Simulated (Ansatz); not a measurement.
Start from `CCOBCl` and change one atom or group to get `CCOBO`.

Ansatz, PBE0-D4/def2-TZVP geometries, multiplicity 1. Each molecule was computed in one conformer, which needn't be the lowest.

| property | `CCOBCl` |
| --- | --- |
| size of the dipole moment (B3LYP/def2-TZVPP) / D | 2.84 |
| LUMO energy (ωB97M-V/def2-TZVPP) / eV | 1.68 |
| HOMO energy (ωB97M-V/def2-TZVPP) / eV | -11.03 |
| LUMO energy (PBE/def2-TZVPP) / eV | -1.24 |
| HOMO energy (PBE0/def2-TZVPP) / eV | -8.72 |
| LUMO energy (B3LYP/def2-TZVPP) / eV | -0.48 |

Task: Give the same properties after the change, and the shifts. (Estimate.)

Result: The calculation gave: 
```tsv
property	`CCOBO`	shift
size of the dipole moment (B3LYP/def2-TZVPP) / D	1.94	-0.90
LUMO energy (ωB97M-V/def2-TZVPP) / eV	2.54	0.86
HOMO energy (ωB97M-V/def2-TZVPP) / eV	-10.96	0.07
LUMO energy (PBE/def2-TZVPP) / eV	-0.06	1.18
HOMO energy (PBE0/def2-TZVPP) / eV	-8.57	0.15
LUMO energy (B3LYP/def2-TZVPP) / eV	0.62	1.10
```

With PBE0 the HOMO rises by 0.15 eV and the LUMO rises by 1.16 eV, so the gap widens by about 1.01 eV. PBE moves the HOMO by 0.26 eV and ωB97M-V by 0.07 eV. Dipoles are sizes alone; their direction can turn.

B3LYP here is the variant with VWN-RPA as its local correlation; programs differ in this.
